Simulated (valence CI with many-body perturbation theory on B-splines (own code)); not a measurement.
## Level structure of Sc7+

Computed by relativistic CI+MBPT: four valence electrons over a frozen Dirac-Fock core [Ne], radial functions for each j: 9 s, 9 p, 8 d, 6 f, 3 g, 1 h, with the one-electron correlation potential Σ1, the two-electron term Σ2, the three-electron term Σ3, Breit, model QED; selected CI, second order for the rest, scaled by the run's own slope (own B-spline code, finite nucleus).

Set against measurement, 21 paired levels are off by 153 cm⁻¹ on average, the worst by 512. These come from a selection out of Sugar and Corliss, J. Phys. Chem. Ref. Data 9, 473 (1980). Levels without a partner in it may be off by more.

Levels 1 to 36 of 36, with energies above the lowest level, 3s²3p² ³P_0. "Leading %" is the weight of the configuration and term that name the level; weights of strongly mixed levels are sums over their largest components and can fall short, so below about 35 % the name and the second component can differ from the true leading terms, or belong to a minority configuration. Lifetimes count E1, E2, E3, M1 and M2 decay at the calculated energies, and are blank where another channel may lead or the interval is too uncertain; long ones can be off by a factor of two.

```tsv
No.	Configuration	Term	J	E (cm⁻¹)	Leading %	Lifetime	g
1	3s²3p²	³P	0	0	95		
2	3s²3p²	³P	1	2275	96	4.74 s	1.501
3	3s²3p²	³P	2	5518	94	2.20 s	1.492
4	3s²3p²	¹D	2	25172	94	126 ms	1.008
5	3s²3p²	¹S	0	55128	94	13.5 ms	
6	3s3p³	⁵S°	2	129400	99	876 ns	2.001
7	3s3p³	³D°	1	179920	86	1.51 ns	0.506
8	3s3p³	³D°	2	179990	86	1.56 ns	1.171
9	3s3p³	³D°	3	180470	87	1.64 ns	1.334
10	3s3p³	³P°	0	207780	87	528 ps	
11	3s3p³	³P°	1	207850	87	535 ps	1.494
12	3s3p³	³P°	2	207910	85	563 ps	1.492
13	3s3p³	¹D°	2	228610	54	401 ps	1.005
14	3s3p³	³S°	1	272810	85	29.6 ps	1.898
15	3s²3p3d	³F°	2	278230	96	16.3 ns	0.666
16	3s²3p3d	³F°	3	280200	96	24.9 ns	1.083
17	3s3p³	¹P°	1	281950	76	49.4 ps	1.102
18	3s²3p3d	³F°	4	282980	96		1.250
19	3s²3p3d	³P°	2	319730	53	33.1 ps	1.315
20	3s²3p3d	³P°	1	322610	81	35.5 ps	1.449
21	3s²3p3d	¹D°	2	323680	35	30.5 ps	1.169
22	3s²3p3d	³P°	0	323750	86	36.2 ps	
23	3s²3p3d	³D°	1	329960	80	23.4 ps	0.552
24	3s²3p3d	³D°	2	330840	81	23.6 ps	1.182
25	3s²3p3d	³D°	3	331270	85	23.6 ps	1.333
26	3s²3p3d	¹F°	3	363860	95	21.5 ps	1.000
27	3s²3p3d	¹P°	1	373300	84	27.9 ps	0.999
28	3p⁴	³P	2	387140	55	249 ps	1.482
29	3p⁴	³P	1	390570	56	245 ps	1.501
30	3p⁴	³P	0	391800	56	244 ps	
31	3p⁴	¹D	2	398980	61	413 ps	1.018
32	3s3p²3d	⁵F	1	406940	99	135 ns	0.003
33	3s3p²3d	⁵F	2	407590	98	169 ns	1.003
34	3s3p²3d	⁵F	3	408600	98	259 ns	1.253
35	3s3p²3d	⁵F	4	409990	98	646 ns	1.352
36	3s3p²3d	⁵F	5	411790	99	1.05 μs	1.400
```

Names give the largest LS component (configuration and term), which can be under half, so a name can repeat, a term be missing and a line seem to break the LS rules; names also repeat where a configuration has a term twice.

The ionisation energy to 3s²3p ²P°1/2 of the next ion comes out as 158.28 eV (NIST: 158.08 ± 0.25 eV (semi-empirical)). All 36 levels together are meant to be complete up to 414910 cm⁻¹.
